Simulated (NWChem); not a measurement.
System: CH$_{6}$AlClSi; SMILES [SiH3][Al]([CH3])[Cl]

```xyz
10

Al    -0.3744    -0.2003     0.1041
Cl     1.1747    -1.6668     0.1294
C     -2.2330    -0.8094     0.1629
H     -2.8029    -0.4139    -0.7053
H     -2.7383    -0.4213     1.0737
H     -2.3184    -1.9144     0.1633
Si     0.3923     2.1298     0.0082
H     -0.7533     3.1115    -0.0068
H      1.2189     2.3728    -1.2307
H      1.2612     2.4590     1.1972
```
Atoms are numbered in this order, from 1.

Level: PBE-D3(BJ)/def2-SVP (NWChem), optimised geometry, unscaled harmonic frequencies. 

Q: List the harmonic frequencies with IR intensities, and the thermochemistry.

A: 
```csv
frequency (cm⁻¹),IR intensity (km/mol)
10,0.0
32,0.0
95,3.3
149,6.6
150,10.2
339,5.2
404,4.0
435,10.0
503,56.6
609,22.5
654,66.6
675,148.5
820,142.9
898,34.1
903,30.8
1158,17.7
1368,1.2
1370,5.7
2134,51.4
2147,69.6
2149,83.8
2963,0.9
3052,1.7
3083,1.7
```

zero-point energy: 37.3 kcal/mol
thermal correction to the enthalpy at 298.15 K (with zero-point energy): 43.2 kcal/mol
heat capacity Cv: 26.3 cal/(mol K)
entropy at 298.15 K and 1 atm (symmetry number 1): 95.9 cal/(mol K)
dipole moment: 1.72 D

Rigid rotor and harmonic oscillator; modes under 100 cm⁻¹ make the entropy uncertain.
